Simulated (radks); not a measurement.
The krypton ion Kr+ inside a hard spherical wall (all orbitals vanish at R), configuration held at [Ar] 3d10 4s2 4p5 and not refilled when levels cross. Method: scalar-relativistic Kohn-Sham, r2SCAN, spin-polarised, spherical densities, finite nucleus; open shells are filled with parallel spins first; meta-GGA in the generalised Kohn-Sham scheme; Fermi nuclear charge, rms radius 4.1884 fm; computed with a radial shooting solver on a logarithmic mesh with Libxc functionals. Eigenvalues in eV for spin up, with the zero of energy where the potential of the charges vanishes at infinity; a dash marks a level that is unbound or too diffuse for the functional's potential to be trusted. A positive occupied level is held by the wall or, in an anion where self-interaction has pushed it up, behind a barrier. The pressure on the wall is -dE/dV.

R (bohr)  E (hartree)  kinetic (hartree)    e(3p)    e(3d)    e(4s)    e(4p)  e(5s, empty)  e(4d, empty)  pressure (GPa)
free      -2790.19793           2854.132  -211.63  -94.875  -35.462  -20.473             -             -               0
20        -2790.19793           2854.132  -211.63  -94.875  -35.462  -20.473             -             -        < 0.0001
15        -2790.19793           2854.132  -211.63  -94.875  -35.462  -20.473             -             -        < 0.0001
12        -2790.19793           2854.132  -211.63  -94.875  -35.462  -20.473             -             -        < 0.0001
10        -2790.19793           2854.132  -211.63  -94.875  -35.462  -20.473        -4.687        -2.896        < 0.0001
8         -2790.19791           2854.132  -211.63  -94.873  -35.461  -20.472        -4.316        -2.713         0.00144
7         -2790.19777           2854.134  -211.62  -94.864  -35.454  -20.465        -3.752        -2.482          0.0171
3.5       -2789.90441           2856.005  -206.70  -89.993  -31.907  -16.306        21.576         6.953             119
3         -2789.35080           2858.718  -201.40  -84.772  -27.688  -11.121        43.461        15.295             474
2.5       -2787.69644           2865.469  -191.23  -74.772  -17.820    0.933        88.654        32.672            2080
